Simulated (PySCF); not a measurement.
# How methods differ on the excitation energy of Ni²⁺

Ni²⁺ [Ar] 3d8 (3F) → Ni²⁺ [Ar] 3d7 4s1 (5F), as a difference of total energies. Calculation: PySCF 2.14, in aug-cc-pVTZ-DK; scalar relativity by spin-free X2C-1e. Correlated levels: valence: [Ar] frozen. The calculations carry no spin-orbit coupling.

```tsv
method	excitation energy (eV)
UHF	5.061
LDA	6.740
PBE	6.546
PBE0	6.404
r2SCAN	6.457
BP86	6.621
r2SCAN0	6.321
LC-wPBE	6.856
PW91	6.578
MP2 (valence)	6.674
SCS-MP2 (valence)	6.843
```

Task: How much does correlation contribute at MP2 (valence)?

Result: 6.674 − (5.061) = 1.613 eV, measured against UHF.

A first-order spin-orbit estimate (lowest level to lowest level, LS coupling) adds -0.011 eV.
